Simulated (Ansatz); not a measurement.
Input file:

```yaml
crystal:
  periodic: [false, false, false]
  atoms:
    - { symbol: Hf, position_ang: [-0.014498, 0.025885, 0.021636] }
    - { symbol: Cl, position_ang: [-0.003603, 0.006399, 2.34496] }
    - { symbol: F, position_ang: [1.759984, 0.010466, -0.614994] }
    - { symbol: Cl, position_ang: [-1.105932, 1.916315, -0.774155] }
    - { symbol: F, position_ang: [-0.88835, -1.518464, -0.615247] }
basis:
  gaussian: { orbitals: def2-SVP }
hamiltonian:
  xc: lda
md:
  timestep: 2.0
  n_steps: 150
  ensemble: nve
  temperature: 500.0
  initial_velocities: maxwell_boltzmann
  seed: 955140
```

Launched with:

```bash
$ ansatz run input.yaml --threads 2 --pin off --max-ram 3072MiB --backend cpu --events-out ev --progress --plain --runs-dir out
```

Hardware: 2 threads of Arm Neoverse V2, with other jobs on the host.

Task: Roughly how long does this run take, and how much memory?

Result: 2.8 min, with a peak of 0.17 GiB, for 151 ionic steps.
